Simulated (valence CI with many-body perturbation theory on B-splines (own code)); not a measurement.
# Ladder of approximations for As XXI

Calculated by valence CI with perturbative core correlation (CI+MBPT): three valence electrons over a frozen Dirac-Fock core [Ne], a basis of 11 s, 11 p, 9 d, 7 f, 5 g, 2 h, 1 i functions for each j, with the one-electron correlation potential Σ1, the two-electron term Σ2, the three-electron term Σ3, Breit, model QED; selected CI, second order for the rest (own B-spline code, finite nucleus).

No measured spectrum was set against this ion. As an estimate, levels of excited configurations hold to 0.05 to 0.15 % of their energy, terms of the ground configuration to about 0.5 %.

Each rung adds one term. CI alone is the Dirac-Coulomb CI over the frozen core; QED comes last and gives the full result, which names the levels. Energies are above 3s2 3p 2P°_1/2 on the same rung, in cm⁻¹.

Names give the largest LS component (configuration and term), which can be under half, so a name can repeat, a term be missing and a line seem to break the LS rules; names also repeat where a configuration has a term twice. Letters in brackets count levels of one name in rising energy.

| Level | CI alone | + Σ1 | + Σ2 | + Σ3 | + Breit | Full |
| --- | --- | --- | --- | --- | --- | --- |
| 3s2 3p 2P°_3/2 | 64562 | 64763 | 64854 | 64857 | 63450 | 63587 |
| 3s 3p2 4P_1/2 | 352276 | 351205 | 352504 | 352631 | 353565 | 351923 |
| 3s 3p2 4P_3/2 | 383987 | 383041 | 384523 | 384662 | 384737 | 383184 |
| 3s 3p2 4P_5/2 | 411605 | 410722 | 412087 | 412219 | 411611 | 410108 |
| 3s 3p2 2D_3/2 | 485715 | 484841 | 485154 | 485255 | 484773 | 483405 |
| 3s 3p2 2D_5/2 | 502105 | 501337 | 501928 | 502038 | 500774 | 499466 |
| 3s 3p2 2P_1/2 | 566256 | 565318 | 562334 | 562278 | 562705 | 561081 |
| 3s 3p2 2S_1/2 | 630529 | 629783 | 627017 | 626954 | 626058 | 624573 |
| 3s 3p2 2P_3/2 | 643810 | 643038 | 638876 | 638852 | 637818 | 636337 |
| 3s2 3d 2D_3/2 | 727683 | 726846 | 723076 | 722808 | 720629 | 720417 |
| 3s2 3d 2D_5/2 | 736677 | 735979 | 732327 | 732052 | 729132 | 728992 |
| 3p3 2D°_3/2 | 900139 | 898164 | 897616 | 897858 | 898526 | 895611 |
| 3p3 2D°_5/2 | 926436 | 924596 | 925198 | 925510 | 924745 | 922101 |
| 3p3 4S°_3/2 | 937646 | 935758 | 933853 | 934036 | 934068 | 931037 |
| 3s 3p 3d 4F°_3/2 | 983605 | 981658 | 982202 | 982211 | 981239 | 979549 |
| 3s 3p 3d 4F°_5/2 | 997396 | 995523 | 996049 | 996057 | 994513 | 992866 |
| 3p3 2P°_1/2 | 1018640 | 1016860 | 1015160 | 1015270 | 1015050 | 1012170 |
| 3s 3p 3d 4F°_7/2 | 1018330 | 1016570 | 1017100 | 1017100 | 1014780 | 1013190 |
| 3p3 2P°_3/2 | 1042340 | 1040670 | 1039490 | 1039600 | 1038240 | 1035640 |
| 3s 3p 3d 4F°_9/2 | 1051470 | 1049870 | 1050630 | 1050640 | 1047260 | 1045770 |
| 3s 3p 3d 4P°_5/2 | 1058310 | 1056500 | 1054640 | 1054490 | 1052850 | 1051170 |
| 3s 3p 3d 4D°_3/2 | 1063750 | 1061890 | 1059800 | 1059710 | 1058220 | 1056530 |
| 3s 3p 3d 4D°_1/2 | 1065280 | 1063350 | 1061010 | 1060940 | 1059690 | 1058060 |
| 3s 3p 3d 4D°_7/2 | 1103170 | 1101470 | 1099300 | 1099250 | 1096240 | 1094710 |
| 3s 3p 3d 4D°_5/2 | 1103780 | 1102000 | 1099850 | 1099770 | 1097360 | 1095770 |
| 3s 3p 3d 4P°_3/2 | 1105280 | 1103520 | 1101840 | 1101690 | 1099400 | 1097840 |
| 3s 3p 3d 4P°_1/2 | 1104780 | 1103020 | 1101720 | 1101520 | 1099420 | 1097890 |
| 3s 3p 3d 2D°_3/2 [a] | 1120980 | 1119200 | 1116150 | 1116040 | 1114130 | 1112260 |
| 3s 3p 3d 2D°_5/2 [a] | 1121370 | 1119600 | 1117110 | 1116940 | 1114840 | 1113060 |
| 3s 3p 3d 2F°_5/2 [a] | 1143680 | 1141950 | 1139790 | 1139580 | 1137250 | 1135630 |
| 3s 3p 3d 2F°_7/2 [a] | 1188790 | 1187130 | 1185320 | 1185060 | 1182060 | 1180530 |

(1) How does the ionisation energy move along the ladder, and which term matters most?

Results:

(1) CI alone 819.81, + Σ1 820.64, + Σ2 820.45, + Σ3 820.40, + Breit 819.93, + QED 819.96 eV. The largest step is Σ1, 0.83 eV. NIST lists 814 ± 4 eV (semi-empirical).
